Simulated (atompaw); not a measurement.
**Reading a pseudo-wave (Hg)**

Columns: radius, all-electron u(r) and pseudo u(r) of the 5d shell (level -10.07 eV) of mercury in the configuration [Xe] 4f14 5d10 6s2 6p0; LDA (PW92), scalar-relativistic, PAW (atompaw) scheme, atompaw 4.2.0.5.

| r (bohr) | all-electron | pseudo |
| --- | --- | --- |
| 0.106 | 0.2969 | 0.0007 |
| 0.212 | -0.1124 | 0.0058 |
| 0.317 | -0.4289 | 0.0189 |
| 0.423 | -0.3441 | 0.0431 |
| 0.529 | -0.0556 | 0.0799 |
| 0.635 | 0.2605 | 0.1293 |
| 0.740 | 0.5212 | 0.1893 |
| 0.846 | 0.7089 | 0.2583 |
| 0.952 | 0.8252 | 0.3318 |
| 1.058 | 0.8839 | 0.4052 |
| 1.163 | 0.9004 | 0.4733 |
| 1.269 | 0.8879 | 0.5328 |
| 1.375 | 0.8561 | 0.5796 |
| 1.481 | 0.8129 | 0.6111 |
| 1.587 | 0.7632 | 0.6262 |
| 1.692 | 0.7114 | 0.6255 |
| 1.798 | 0.6587 | 0.6104 |
| 1.904 | 0.6073 | 0.5837 |
| 2.010 | 0.5580 | 0.5487 |
| 2.115 | 0.5120 | 0.5093 |
| 2.221 | 0.4685 | 0.4681 |
| 2.327 | 0.4280 | 0.4281 |
| 2.433 | 0.3907 | 0.3907 |
| 2.538 | 0.3566 | 0.3566 |
| 2.644 | 0.3250 | 0.3250 |
| 2.750 | 0.2961 | 0.2961 |

How many radial nodes do the two functions have?

The all-electron 5d function has n − l − 1 = 2; the pseudo-wave has 0, since the states of the same l below it are removed with the core.

At about which radius was the pseudo-wave matched?

2.45 bohr. The columns agree to 0.0005 from 2.22 bohr on; several derivatives are matched, so the curves merge somewhat inside the radius.

Where does each function peak?

Outermost all-electron maximum near 1.16 bohr, pseudo maximum near 1.59 bohr (to the table’s step).

Is the pseudo-wave norm-conserving?

No, it belongs to a PAW set: the norm inside the radius is not constrained, and the difference is carried by the augmentation charge.
